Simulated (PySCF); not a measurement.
# Working out the ionisation energy of Sc

Sc [Ar] 3d1 4s2 (2D) → Sc⁺ [Ar] 3d1 4s1 (3D). Computed with PySCF 2.14 in aug-cc-pVQZ-DK, with the spin-free X2C one-electron Hamiltonian (Gaussian nucleus). Frozen: [Ar]. Energies in hartree (1 hartree = 27.21139 eV):

```csv
part,Sc (lower),Sc⁺ (upper)
UHF,-763.286147,-763.088139
MP2 opposite-spin,-0.027179,0.000000
MP2 same-spin,-0.003329,-0.003588
```

What does Hartree-Fock give?

(-763.088139) − (-763.286147) = 0.198008 hartree = 5.388 eV.

What do MP2 and SCS-MP2 (6/5 opposite-spin, 1/3 same-spin) give?

The opposite-spin parts differ by 0.740 eV and the same-spin parts by -0.007 eV. MP2: 5.388 + (0.740) + (-0.007) = 6.121 eV. SCS-MP2: 5.388 + 1.2 × (0.740) + (-0.007)/3 = 6.274 eV.

Measured between the centres of the two terms (NIST): 6.562 eV, so MP2 (valence) is off by -0.441 eV.

What remains against the reference includes basis incompleteness, the frozen core and correlation beyond second order.
